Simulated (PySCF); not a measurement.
Members of one series of related molecules.

All values: wB97X-D/def2-SVPD (PySCF) at PBE0-D3(BJ)/def2-SVP geometries, gas phase, one conformer each. Core orbitals are frozen in the response; Δα² is half the sum of the squared differences of the principal polarisabilities.

Task: Rank by dipole moment, lowest first.
A. TiEt(NMe2)3, `C[CH2][Ti]([N](C)C)([N](C)C)[N](C)C`
B. TiF(NMe2)3, `C[N](C)[Ti]([F])([N](C)C)[N](C)C`
C. TiH(NMe2)3, `[H][Ti]([N](C)C)([N](C)C)[N](C)C`
D. Ti(NH2)(NMe2)3, `C[N](C)[Ti]([NH2])([N](C)C)[N](C)C`
E. Ti(NCS)(NMe2)3, `C[N](C)[Ti]([N]=C=S)([N](C)C)[N](C)C`

Result: D (0.42 D), A (1.19 D), C (2.00 D), B (2.25 D), E (5.70 D).

Task: Rank by polarisability anisotropy Δα, lowest first.
A. `C[CH2][Ti]([N](C)C)([N](C)C)[N](C)C` (TiEt(NMe2)3)
B. `C[N](C)[Ti]([N]=C=S)([N](C)C)[N](C)C` (Ti(NCS)(NMe2)3)
C. `C[N](C)[Ti]([F])([N](C)C)[N](C)C` (TiF(NMe2)3)
D. `C[N](C)[Ti]([NH2])([N](C)C)[N](C)C` (Ti(NH2)(NMe2)3)

Result: A (2.76 Å³), D (3.46 Å³), C (5.52 Å³), B (7.46 Å³).

Task: Rank by mean static polarisability, highest first.
A. Ti(NH2)(NMe2)3, `C[N](C)[Ti]([NH2])([N](C)C)[N](C)C`
B. TiH(NMe2)3, `[H][Ti]([N](C)C)([N](C)C)[N](C)C`
C. Ti(NCS)(NMe2)3, `C[N](C)[Ti]([N]=C=S)([N](C)C)[N](C)C`
D. TiEt(NMe2)3, `C[CH2][Ti]([N](C)C)([N](C)C)[N](C)C`
E. TiF(NMe2)3, `C[N](C)[Ti]([F])([N](C)C)[N](C)C`

Result: C (28.80 Å³), D (25.33 Å³), A (22.98 Å³), B (21.89 Å³), E (21.21 Å³).

All values together:

```json
{"SMILES": "[H][Ti]([N](C)C)([N](C)C)[N](C)C", "formula": "C6H19N3Ti", "μ (D)": "2.00", "HOMO (eV)": "-8.10", "LUMO (eV)": "1.23", "α (Å³)": "21.89", "Δα (Å³)": "5.40", "electrons": "98", "α per electron (Å³)": "0.223"}
{"SMILES": "C[N](C)[Ti]([F])([N](C)C)[N](C)C", "formula": "C6H18FN3Ti", "μ (D)": "2.25", "HOMO (eV)": "-8.02", "LUMO (eV)": "1.17", "α (Å³)": "21.21", "Δα (Å³)": "5.52", "electrons": "106", "α per electron (Å³)": "0.200"}
{"SMILES": "C[CH2][Ti]([N](C)C)([N](C)C)[N](C)C", "formula": "C8H23N3Ti", "μ (D)": "1.19", "HOMO (eV)": "-7.83", "LUMO (eV)": "1.37", "α (Å³)": "25.33", "Δα (Å³)": "2.76", "electrons": "114", "α per electron (Å³)": "0.222"}
{"SMILES": "C[N](C)[Ti]([N]=C=S)([N](C)C)[N](C)C", "formula": "C7H18N4STi", "μ (D)": "5.70", "HOMO (eV)": "-8.29", "LUMO (eV)": "0.45", "α (Å³)": "28.80", "Δα (Å³)": "7.46", "electrons": "126", "α per electron (Å³)": "0.229"}
{"SMILES": "C[N](C)[Ti]([NH2])([N](C)C)[N](C)C", "formula": "C6H20N4Ti", "μ (D)": "0.42", "HOMO (eV)": "-7.63", "LUMO (eV)": "1.42", "α (Å³)": "22.98", "Δα (Å³)": "3.46", "electrons": "106", "α per electron (Å³)": "0.217"}
```

Conformers: `[H][Ti]([N](C)C)([N](C)C)[N](C)C` (singlet state); `C[N](C)[Ti]([F])([N](C)C)[N](C)C` (singlet state); `C[CH2][Ti]([N](C)C)([N](C)C)[N](C)C` (singlet state); `C[N](C)[Ti]([N]=C=S)([N](C)C)[N](C)C` (singlet state); `C[N](C)[Ti]([NH2])([N](C)C)[N](C)C` (singlet state).
